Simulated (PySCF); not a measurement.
SnCl₄ + O₂ → SnO₂ + 2 Cl₂

Level: PBE0 in the def2-TZVP basis family, computed in PySCF with density fitting; scalar-relativistic core potentials for atoms from Rb on, none lighter, no spin–orbit coupling; open shells unrestricted.

```csv
species,state and structure,ZPE (kJ/mol),H(298 K) − H(0) (kJ/mol),S° (J/(mol K))
SnCl₄,"singlet, Td, Sn–Cl 2.289 Å (×4)",12.8,22.5,367.3
O₂,"triplet, D∞h, O–O 1.193 Å",10.3,8.7,204.9
SnO₂,"singlet, D∞h, Sn–O 1.799 Å (×2)",12.2,12.3,256.0
Cl₂,"singlet, D∞h, Cl–Cl 1.982 Å",3.5,9.1,222.5
```

Q: Is the gas-phase reaction uphill or downhill in electronic energy at this level, and by how much?

A: At PBE0/def2-TZVP, ΔE = 576.9 kJ/mol, uphill. 

Q: Add zero-point, thermal and entropy terms for 298.15 K and 1 bar.

A: ΔZPE = -3.9 and Δ[H(298) − H(0)] = -0.7 kJ/mol give ΔH° = 572.3 kJ/mol. ΔS° = 128.8 J/(mol K), so ΔG° = 572.3 − 298.15 × (0.1288) = 534 kJ/mol.

Each species is the lowest minimum found with this bonding; other isomers or fragments can lie lower.
